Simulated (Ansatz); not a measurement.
`[OH][Al]([Cl])[Cl]` + `N=C(N)[SiH2]Cl` → `[OH][Al]([Cl])[SiH2]Cl` + `N=C(N)Cl`  (formal exchange of groups at the Al–Cl bond)

Gas-phase electronic energies from Ansatz, PBE0-D4/def2-TZVP geometries. CCSD(T)/CBS adds triple-zeta CCSD(T) − MP2 to the extrapolated MP2 energy (def2 sets, frozen cores). DFT in def2-TZVPP. Each species was taken in one conformer, which may not be the lowest.

```tsv
species	ωB97X-V energy (Eh)
`[OH][Al]([Cl])[Cl]`	-1238.72899
`N=C(N)[SiH2]Cl`	-900.27925
`[OH][Al]([Cl])[SiH2]Cl`	-1529.36654
`N=C(N)Cl`	-609.57510
```

(1) Work out ΔE.

Largest T1 diagnostic among the species: 0.013.

## Answers

(1) ΔE = (-1529.36654) + (-609.57510) − (-1238.72899) − (-900.27925) = 0.06660 Eh = +41.8 kcal/mol. CCSD(T)/CBS gives +43.7 kcal/mol.

In def2-TZVPP, CCSD(T) changes the Hartree–Fock value by −3.4 kcal/mol (the triples alone add −0.8 kcal/mol) and MP2 by −1.4 kcal/mol. From PBE to PBE0 (25 % exact exchange), in def2-TZVPP and without D4, ΔE moves by +2.7 kcal/mol.
